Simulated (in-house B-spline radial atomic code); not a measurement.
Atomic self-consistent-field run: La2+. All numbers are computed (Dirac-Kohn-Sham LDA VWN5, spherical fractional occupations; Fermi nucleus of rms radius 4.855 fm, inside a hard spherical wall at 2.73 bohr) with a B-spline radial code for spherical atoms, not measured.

Command:
```bash
python run_scf.py task.json out
```
Settings (nuclear radius in fm, mass in u):
```
Z                57
configuration    [Kr] 4d10 5s2 5p5 5d2
hamiltonian      dirac
method           lda,vwn
spin_polarised   False
nucleus          fermi
rms_radius       4.855
atomic_mass      138.90636
speed_of_light   137.035999084
wall_radius      2.73
```

Output (hartree, bohr):
```
 radial grid: 59 intervals, B-splines of order 8, outer radius 2.73 bohr

 iter        energy (Eh)    residual
    1       -8483.463737    4.07e-01
    2       -8485.074914    2.75e-01
    3       -8486.504042    4.04e-02
    4       -8486.540473    5.87e-03
    5       -8486.541019    4.22e-03
    6       -8486.541401    2.89e-04
    7       -8486.541403    7.83e-06
    8       -8486.541403    5.46e-07

 total energy                     -8486.54140
 kinetic                            9095.5847
 electron-nucleus                 -20678.0852
 Hartree                            3294.1276
 exchange-correlation               -198.1685

 first-order corrections (not in the total)
   Gaunt                             7.7763
   retardation                      -0.8109
   frequency dependence             -0.0845
   self-energy                       5.3228
   Uehling                          -0.7727
   Wichmann-Kroll                    0.0201

 orbital      occ     eigenvalue          <r>       <r^2>       <1/r>       r_max    small
 1s1/2      2.000     -1421.0133    0.0250889 0.000855097     61.9558     0.01609  4.44e-02
 2s1/2      2.000      -225.9474     0.107069   0.0135821     14.5756     0.09118  9.60e-03
 2p1/2      2.000      -213.1856    0.0899447  0.00996848     14.5663     0.06951  9.65e-03
 2p3/2      4.000      -198.0243     0.096044    0.011235     13.2441     0.07468  9.08e-03
 3s1/2      2.000       -48.1418     0.285333   0.0931624     5.24373      0.2609  2.92e-03
 3p1/2      2.000       -42.7463     0.275038   0.0879281     5.16019      0.2475  2.86e-03
 3p3/2      4.000       -39.7951     0.287124   0.0955993     4.83062      0.2588  2.71e-03
 3d3/2      4.000       -30.3004     0.258022   0.0786498     4.69613      0.2081  2.59e-03
 3d5/2      6.000       -29.6685     0.261813    0.080834     4.61232      0.2114  2.54e-03
 4s1/2      2.000        -9.5999     0.656446    0.486732     2.16674      0.6095  8.93e-04
 4p1/2      2.000        -7.6195     0.677464    0.522615     2.06207        0.62  8.27e-04
 4p3/2      4.000        -6.9922     0.705369    0.566309      1.9525      0.6447  7.76e-04
 4d3/2      4.000        -3.7459     0.769909    0.688739      1.7268      0.6701  6.30e-04
 4d5/2      6.000        -3.6383     0.780004    0.706711     1.69971      0.6784  6.17e-04
 5s1/2      2.000        -1.3817      1.45064     2.30614    0.906492       1.407  2.30e-04
 5p1/2      1.667        -0.7705       1.5176     2.51642    0.858886       1.506  2.16e-04
 5p3/2      3.333        -0.6431      1.54556     2.60663    0.839439       1.552  2.13e-04
 5d3/2      0.800         0.4015      1.63285     2.91973    0.802156       1.732  2.17e-04
 5d5/2      1.200         0.4297      1.63632     2.93395    0.801195       1.741  2.18e-04
```

Run time, properties included: 0.41 s on 1 thread of Arm Neoverse V2, with other jobs on the host.

For the Dirac Hamiltonian the kinetic term is c α·p + (β - 1)c².
